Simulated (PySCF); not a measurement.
C$_{4}$H$_{10}$NO, charge +1, singlet, geometry from GFN2-xTB; R2SCAN/STO-3G run with PySCF.

The PySCF input:
```python
from pyscf import gto, scf, dft

mol = gto.Mole()
mol.atom = '''
    C     1.84451228   -0.16032595   -0.88613207
    C     0.81613648    0.22032475    0.09313187
    O     0.87003053    0.83110118    1.09253692
    N    -0.60532822   -0.31101254   -0.31495900
    C    -1.51015039    0.83969760   -0.49868829
    C    -1.09504241   -1.22078725    0.73817131
    H     2.81045386    0.22653082   -0.56585121
    H     1.91371221   -1.24471026   -0.97781629
    H     1.61364826    0.24472685   -1.87188964
    H    -0.53392805   -0.82675388   -1.19809560
    H    -2.51417359    0.49527017   -0.73911591
    H    -1.54389341    1.41956856    0.42300316
    H    -1.15033541    1.47752753   -1.30427800
    H    -0.43354487   -2.08042875    0.83147776
    H    -1.11917926   -0.68859876    1.68848541
    H    -2.09844226   -1.56830884    0.49960104
'''
mol.basis = 'sto-3g'
mol.charge = 1
mol.verbose = 4
mol.build()

mf = dft.RKS(mol)
mf.xc = 'r2scan'
mf.kernel()
mf.analyze()
```

It wrote (shortened):

```
PySCF version 2.14.0

[INPUT] verbose = 4
[INPUT] num. atoms = 16
[INPUT] num. electrons = 48
[INPUT] charge = 1
[INPUT] spin (= nelec alpha-beta = 2S) = 0
[INPUT] symmetry False subgroup None
[INPUT] Mole.unit = angstrom
[INPUT] Symbol           X                Y                Z      unit          X                Y                Z       unit  Magmom
[...]
nuclear repulsion = 262.0546340482
number of shells = 28
number of NR pGTOs = 120
number of NR cGTOs = 40
basis = sto-3g
ecp = {}

******** <class 'pyscf.dft.rks.RKS'> ********
method = RKS
initial guess = minao
damping factor = 0
level_shift factor = 0
DIIS = <class 'pyscf.scf.diis.CDIIS'>
diis_start_cycle = 1
diis_space = 8
diis_damp = 0
SCF conv_tol = 1e-09
SCF conv_tol_grad = None
SCF max_cycles = 50
direct_scf = True
direct_scf_tol = 1e-13
XC library pyscf.dft.libxc version 7.1.2
    S. Lehtola, C. Steigemann, M. J. T. Oliveira, and M. A. L. Marques,  SoftwareX 7, 1–5 (2018)
XC functionals = r2scan
    J. W. Furness, A. D. Kaplan, J. Ning, J. P. Perdew, and J. Sun,  J. Phys. Chem. Lett. 11, 8208–8215 (2020)
    J. W. Furness, A. D. Kaplan, J. Ning, J. P. Perdew, and J. Sun,  J. Phys. Chem. Lett. 11, 9248–9248 (2020)
    J. W. Furness, A. D. Kaplan, J. Ning, J. P. Perdew, and J. Sun,  J. Phys. Chem. Lett. 11, 8208–8215 (2020)
    J. W. Furness, A. D. Kaplan, J. Ning, J. P. Perdew, and J. Sun,  J. Phys. Chem. Lett. 11, 9248–9248 (2020)
radial grids:
    Treutler-Ahlrichs [JCP 102, 346 (1995); DOI:10.1063/1.469408] (M4) radial grids

becke partition: Becke, JCP 88, 2547 (1988); DOI:10.1063/1.454033
pruning grids: <function nwchem_prune>
grids dens level: 3
symmetrized grids: False
atomic radii adjust function: <function treutler_atomic_radii_adjust>
small_rho_cutoff = 0
Set gradient conv threshold to 3.16228e-05
Initial guess from minao.
tot grids = 182536
init E= -285.2151211903
[...]
cycle= 1 E= -284.257785219327  delta_E= 0.957  |g|= 0.749  |ddm|= 4.82
[...]
cycle= 2 E= -282.669310528113  delta_E= 1.59  |g|= 2.56  |ddm|= 3.83
[...]
cycle= 3 E= -284.429461528156  delta_E= -1.76  |g|= 0.125  |ddm|= 3.05
[...]
cycle= 4 E= -284.432610639835  delta_E= -0.00315  |g|= 0.0628  |ddm|= 0.174
[...]
cycle= 5 E= -284.433679352909  delta_E= -0.00107  |g|= 0.015  |ddm|= 0.0778
[...]
cycle= 6 E= -284.433735434227  delta_E= -5.61e-05  |g|= 0.00552  |ddm|= 0.0136
[...]
cycle= 7 E= -284.433743374717  delta_E= -7.94e-06  |g|= 0.00107  |ddm|= 0.00599
[...]
cycle= 8 E= -284.433743663307  delta_E= -2.89e-07  |g|= 0.000256  |ddm|= 0.00101
[...]
cycle= 9 E= -284.43374368376  delta_E= -2.05e-08  |g|= 3.31e-05  |ddm|= 0.000315
[...]
cycle= 10 E= -284.433743684061  delta_E= -3.01e-10  |g|= 3.78e-06  |ddm|= 4.03e-05
[...]
Extra cycle  E= -284.433743684061  delta_E= -5.68e-13  |g|= 4.09e-06  |ddm|= 1.03e-05
converged SCF energy = -284.433743684061
**** SCF Summaries ****
Total Energy =                        -284.433743684061483
Nuclear Repulsion Energy =             262.054634048199887
One-electron Energy =                 -893.514190602512031
Two-electron Energy =                  347.025812870250661
Two-electron Coulomb Energy =          387.429335849374525
DFT Exchange-Correlation Energy =      -40.403522979123863
HOMO-LUMO gap [eV] =                     5.556333605312320
**** MO energy ****
[...]
 ** Mulliken pop on meta-lowdin orthogonal AOs  **
 ** Mulliken pop  **
[...]
 ** Mulliken atomic charges  **
charge of    0C =     -0.17654
charge of    1C =      0.21978
charge of    2O =     -0.02210
charge of    3N =      0.01751
charge of    4C =     -0.07114
charge of    5C =     -0.07114
charge of    6H =      0.11034
charge of    7H =      0.09837
charge of    8H =      0.09838
charge of    9H =      0.21346
charge of   10H =      0.09752
charge of   11H =      0.09968
charge of   12H =      0.09434
charge of   13H =      0.09434
charge of   14H =      0.09968
charge of   15H =      0.09752

WARN: System has nonzero charge 1; the dipole moment is origin-dependent.
Location of origin: [0. 0. 0.]

Dipole moment(X, Y, Z, Debye): -1.62366, -1.73862, -2.35157
```
